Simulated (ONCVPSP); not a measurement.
# PBEsol ONCV dataset for iodine (I), scalar-relativistic all-electron reference.

Input for ONCVPSP 4.0.1:

```
# ATOM AND REFERENCE CONFIGURATION
# atsym  z   nc   nv     iexc    psfile
  I 53.00    6    5  -116133      upf
#
#   n    l    f
    1    0    2.00
    2    0    2.00
    2    1    6.00
    3    0    2.00
    3    1    6.00
    3    2   10.00
    4    0    2.00
    4    1    6.00
    4    2   10.00
    5    0    2.00
    5    1    4.00
#
# PSEUDOPOTENTIAL AND OPTIMIZATION
# lmax
    2
#
#   l,   rc,      ep,       ncon, nbas, qcut
    0    1.35    0.00    4    8    9.90
    1    1.20    0.00    4    9   10.90
    2    1.35    0.00    5    9   13.30
#
# LOCAL POTENTIAL
# lloc, lpopt,  rc(5),   dvloc0
    4    1    1.15    6.00
#
# VANDERBILT-KLEINMAN-BYLANDER PROJECTORs
# l, nproj, debl
    0    3    2.00
    1    2    0.40
    2    2    2.20
#
# MODEL CORE CHARGE
# icmod, fcfact, rcfact
    3    2.00    1.10
#
# LOG DERIVATIVE ANALYSIS
# epsh1, epsh2, depsh
   -8.00    5.00    0.04
#
# OUTPUT GRID
# rlmax, drl
    6.00    0.01
#
# TEST CONFIGURATIONS
# ncnf
    4
# nvcnf
#   n    l    f
    5
    4    0    2.00
    4    1    6.00
    4    2   10.00
    5    0    2.00
    5    1    5.00
#
    5
    4    0    2.00
    4    1    6.00
    4    2   10.00
    5    0    2.00
    5    1    3.00
#
    5
    4    0    2.00
    4    1    6.00
    4    2   10.00
    5    0    2.00
    5    1    2.00
#
    5
    4    0    2.00
    4    1    6.00
    4    2   10.00
    5    0    1.00
    5    1    6.00
#
```

Command:

```bash
oncvpsp.x < I.dat > I.out
```

The program printed (shortened: citation, most of the input echo, consistency checks and plot data are left out):

```
ONCVPSP  (Optimized Norm-Conservinng Vanderbilt PSeudopotential)
scalar-relativistic version 4.0.1

#   n    l    f        energy (Ha)
    1    0    2.00    -1.2119325E+03
    2    0    2.00    -1.8755630E+02
    2    1    6.00    -1.6840032E+02
    3    0    2.00    -3.8127772E+01
    3    1    6.00    -3.1921210E+01
    3    2   10.00    -2.2620374E+01
    4    0    2.00    -6.9790220E+00
    4    1    6.00    -5.0328541E+00
    4    2   10.00    -2.1959181E+00
    5    0    2.00    -9.6678360E-01
    5    1    4.00    -5.6510435E-01

Reference configufation results
  iterations    25
  all-electron total energy (Ha)   -7.11301643D+03

Begin loop to  construct optimized pseudo wave functions
and semi-local pseudopoentials for all angular momenta

   Wellstate for l =  0  n =  7
     eigenvalue =   1.0332
     asymptotic potential =   1.5332
     half-point radius =  4.4673

Calculating optimized projector #   1

 for l=   0

    Fraction of norm inside rc  0.981878
    Optimizing pswf for qcut=   9.90 a_B^-1,  ecut=  48.99 Ha
    Residual kinetic energy error=  9.04D-07 Ha

    Energy error per electron        Cutoff
         Ha          eV             Ha
         0.01000     0.27211       25.41
         0.00100     0.02721       33.64
         0.00010     0.00272       39.71
         0.00001     0.00027       44.25

Calculating optimized projector #   2

 for l=   0

    Fraction of norm inside rc  0.164749
    Optimizing pswf for qcut=   9.90 a_B^-1,  ecut=  48.99 Ha
    Residual kinetic energy error=  5.85D-06 Ha

    Energy error per electron        Cutoff
         Ha          eV             Ha
         0.01000     0.27211       25.47
         0.00100     0.02721       35.25
         0.00010     0.00272       41.94
         0.00001     0.00027       47.84

Calculating optimized projector #   3

 for l=   0

    Fraction of norm inside rc  0.047586
    Optimizing pswf for qcut=   9.90 a_B^-1,  ecut=  48.99 Ha
    Residual kinetic energy error=  3.86D-06 Ha

    Energy error per electron        Cutoff
         Ha          eV             Ha
         0.01000     0.27211       20.19
         0.00100     0.02721       32.93
         0.00010     0.00272       40.83
         0.00001     0.00027       46.75

Calculating optimized projector #   1

 for l=   1

    Fraction of norm inside rc  0.918993
    Optimizing pswf for qcut=  10.91 a_B^-1,  ecut=  59.54 Ha
    Residual kinetic energy error=  4.13D-06 Ha

    Energy error per electron        Cutoff
         Ha          eV             Ha
         0.01000     0.27211       22.37
         0.00100     0.02721       28.56
         0.00010     0.00272       48.04
         0.00001     0.00027       56.38

Calculating optimized projector #   2

 for l=   1

    Fraction of norm inside rc  0.056110
    Optimizing pswf for qcut=  10.91 a_B^-1,  ecut=  59.54 Ha
    Residual kinetic energy error=  5.21D-06 Ha

    Energy error per electron        Cutoff
         Ha          eV             Ha
         0.01000     0.27211       19.21
         0.00100     0.02721       25.47
         0.00010     0.00272       47.34
         0.00001     0.00027       57.18

   Wellstate for l =  2  n =  5
     eigenvalue =   0.0041
     asymptotic potential =   0.5041
     half-point radius =  4.0535

Calculating optimized projector #   1

 for l=   2

    Fraction of norm inside rc  0.881291
    Optimizing pswf for qcut=  13.30 a_B^-1,  ecut=  88.45 Ha
    Residual kinetic energy error=  1.44D-08 Ha

    Energy error per electron        Cutoff
         Ha          eV             Ha
         0.01000     0.27211       43.86
         0.00100     0.02721       54.53
         0.00010     0.00272       63.50
         0.00001     0.00027       71.14

Calculating optimized projector #   2

 for l=   2

    Fraction of norm inside rc  0.042371
    Optimizing pswf for qcut=  13.30 a_B^-1,  ecut=  88.45 Ha
    Residual kinetic energy error=  9.02D-09 Ha

    Energy error per electron        Cutoff
         Ha          eV             Ha
         0.01000     0.27211       33.53
         0.00100     0.02721       46.23
         0.00010     0.00272       57.60
         0.00001     0.00027       67.12

Construct Vanderbilt / Kleinmman-Bylander projectors

B matrix Hermiticity error, ll=   0
   1   2    1.5847E-03
   1   3    1.1031E-03
   2   3   -1.3300E-04

  Orthonormal projector coefficients  1.1587E+01 -1.5032E+00  1.0027E+00

B matrix Hermiticity error, ll=   1
   1   2    9.0131E-04

  Orthonormal projector coefficients -3.2066E+00  2.6022E+00

B matrix Hermiticity error, ll=   2
   1   2    2.9725E-04

  Orthonormal projector coefficients -8.6047E+00 -2.2441E+00

Model core correction analysis
  based on d2Exc/dn_idn_j

d2excae - all-electron derivatives

   -3.616592D-02   -3.348234D-02   -2.726973D-02   -3.493371D-03
   -2.238453D-03
   -3.348243D-02   -3.195688D-02   -2.716905D-02   -4.034860D-03
   -2.391206D-03
   -2.726989D-02   -2.716913D-02   -2.568292D-02   -6.908932D-03
   -3.893365D-03
   -3.493368D-03   -4.034798D-03   -6.908680D-03   -2.547411D-02
   -2.192935D-02
   -2.238482D-03   -2.391213D-03   -3.893301D-03   -2.192914D-02
   -2.309565D-02

d2excps - pseudofunction derivatives with no core correction

   -4.895413D-02   -3.808718D-02   -2.906398D-02   -5.553352D-03
   -2.977080D-03
   -3.808811D-02   -3.588688D-02   -3.013075D-02   -4.702664D-03
   -2.857691D-03
   -2.906420D-02   -3.013084D-02   -2.821530D-02   -7.072268D-03
   -4.147109D-03
   -5.554315D-03   -4.702621D-03   -7.072019D-03   -2.574690D-02
   -2.200953D-02
   -2.977247D-03   -2.857711D-03   -4.147048D-03   -2.200932D-02
   -2.314382D-02

rms 2nd derivative error    3.243311E-03

rmatch, rhocmatch    0.4869   63.4962

Teter function model core charge with specified parameters

d2excps - pseudofunction derivatives with core correction

   -4.012016D-02   -3.552254D-02   -2.821605D-02   -4.289138D-03
   -2.662495D-03
   -3.552262D-02   -3.448346D-02   -2.947541D-02   -4.353078D-03
   -2.695317D-03
   -2.821617D-02   -2.947548D-02   -2.784096D-02   -6.965355D-03
   -4.074982D-03
   -4.289158D-03   -4.353024D-03   -6.965104D-03   -2.556521D-02
   -2.196633D-02
   -2.662534D-03   -2.695331D-03   -4.074920D-03   -2.196612D-02
   -2.312496D-02

rms 2nd derivative error    1.407535E-03

Pseudoatom total energy -297.703460

Diagnostic tests using Vanderbilt-Kleinman-Bylander pseudopotentials
  1 or more projectors used as specified by nproj input data

   l    rcore       rmatch      e in        delta e   norm test  slope test

   0   1.3542095   1.3953263  -6.9790220   0.0000143   1.0003802   1.0003398
   0   1.3542095   1.3953263  -0.9667836   0.0000122   1.0000761   1.0000485
   0   1.3542095   1.3953263   1.0332164   0.0000860   1.0003619   1.0003619

   1   1.2015068   1.2379872  -5.0328541   0.0000833   1.0002159   1.0002408
   1   1.2015068   1.2379872  -0.5651044   0.0000340   1.0001325   1.0000942

   2   1.3542095   1.3953263  -2.1959181  -0.0000209   1.0002281   1.0002492
   2   1.3542095   1.3953263   0.0040819   0.0000106   1.0004235   1.0004235

 Testing for bound ghosts
   n   l    E NL Schr. Eq   E Basis Diag.   E Cutoff

   1   0       -6.979008       -6.979008    191.93
   2   0       -0.966771       -0.950063    191.93

   2   1       -5.032771       -5.032770    274.95
   3   1       -0.565070       -0.448305    274.95

   3   2       -2.195939       -2.195904    242.40

 Testing for highly-localized positive-energy ghosts
       l    <radius>/rc     E Basis Diag.   E Cutoff

Test configuration 0

   n   l     f        eae           eps        diff
   1   0  2.0000-1211.93252822
   2   0  2.0000 -187.55630247
   2   1  6.0000 -168.40032005
   3   0  2.0000  -38.12777194
   3   1  6.0000  -31.92120958
   3   2 10.0000  -22.62037444
   4   0  2.0000   -6.97902202   -6.97900769    1.43D-05
   4   1  6.0000   -5.03285415   -5.03277088    8.33D-05
   4   2 10.0000   -2.19591812   -2.19593904   -2.09D-05
   5   0  2.0000   -0.96678360   -0.96677137    1.22D-05
   5   1  4.0000   -0.56510435   -0.56507035    3.40D-05

    Total energies and differences
      AE_ref= -7.11301643D+03  AE_tst= -7.11301643D+03  dif=  0.00D+00
      PS_ref= -2.97703460D+02  PS_tst= -2.97703460D+02  dif= -1.19D-12
      PSP excitation error=  1.19D-12

Test configuration 1

   n   l     f        eae           eps        diff
   1   0  2.0000-1211.57615028
   2   0  2.0000 -187.20165624
   2   1  6.0000 -168.04546277
   3   0  2.0000  -37.77400074
   3   1  6.0000  -31.56741932
   3   2 10.0000  -22.26657274
   4   0  2.0000   -6.62701524   -6.62683403    1.81D-04
   4   1  6.0000   -4.68107549   -4.68095217    1.23D-04
   4   2 10.0000   -1.84517483   -1.84521948   -4.47D-05
   5   0  2.0000   -0.64122055   -0.64120715    1.34D-05
   5   1  5.0000   -0.26083573   -0.26081134    2.44D-05

    Total energies and differences
      AE_ref= -7.11301643D+03  AE_tst= -7.11342622D+03  dif= -4.10D-01
      PS_ref= -2.97703460D+02  PS_tst= -2.98113334D+02  dif= -4.10D-01
      PSP excitation error=  8.47D-05

Test configuration 2

   n   l     f        eae           eps        diff
   1   0  2.0000-1212.33947171
   2   0  2.0000 -187.96004436
   2   1  6.0000 -168.80443787
   3   0  2.0000  -38.52984533
   3   1  6.0000  -32.32331592
   3   2 10.0000  -23.02251521
   4   0  2.0000   -7.37762050   -7.37799928   -3.79D-04
   4   1  6.0000   -5.43097921   -5.43099881   -1.96D-05
   4   2 10.0000   -2.59208297   -2.59206277    2.02D-05
   5   0  2.0000   -1.32595352   -1.32596383   -1.03D-05
   5   1  3.0000   -0.90141679   -0.90137837    3.84D-05

    Total energies and differences
      AE_ref= -7.11301643D+03  AE_tst= -7.11228570D+03  dif=  7.31D-01
      PS_ref= -2.97703460D+02  PS_tst= -2.96972568D+02  dif=  7.31D-01
      PSP excitation error= -1.65D-04

Test configuration 3

   n   l     f        eae           eps        diff
   1   0  2.0000-1212.78965974
   2   0  2.0000 -188.40539312
   2   1  6.0000 -169.25034529
   3   0  2.0000  -38.97261418
   3   1  6.0000  -32.76613309
   3   2 10.0000  -23.46539703
   4   0  2.0000   -7.81495182   -7.81598998   -1.04D-03
   4   1  6.0000   -5.86755070   -5.86774865   -1.98D-04
   4   2 10.0000   -3.02566510   -3.02558590    7.92D-05
   5   0  2.0000   -1.71113664   -1.71120124   -6.46D-05
   5   1  2.0000   -1.26272908   -1.26269636    3.27D-05

    Total energies and differences
      AE_ref= -7.11301643D+03  AE_tst= -7.11120578D+03  dif=  1.81D+00
      PS_ref= -2.97703460D+02  PS_tst= -2.95892385D+02  dif=  1.81D+00
      PSP excitation error= -4.27D-04

Test configuration 4

   n   l     f        eae           eps        diff
   1   0  2.0000-1211.62743720
   2   0  2.0000 -187.25236479
   2   1  6.0000 -168.09592972
   3   0  2.0000  -37.82545110
   3   1  6.0000  -31.61882385
   3   2 10.0000  -22.31794384
   4   0  2.0000   -6.67746776   -6.67851330   -1.05D-03
   4   1  6.0000   -4.73107550   -4.73133180   -2.56D-04
   4   2 10.0000   -1.89321543   -1.89321686   -1.43D-06
   5   0  1.0000   -0.66774623   -0.66784091   -9.47D-05
   5   1  6.0000   -0.28040006   -0.28038273    1.73D-05

    Total energies and differences
      AE_ref= -7.11301643D+03  AE_tst= -7.11304234D+03  dif= -2.59D-02
      PS_ref= -2.97703460D+02  PS_tst= -2.97729373D+02  dif= -2.59D-02
      PSP excitation error=  1.04D-06
```

The run took about 3.9 s on one core of a shared server CPU.
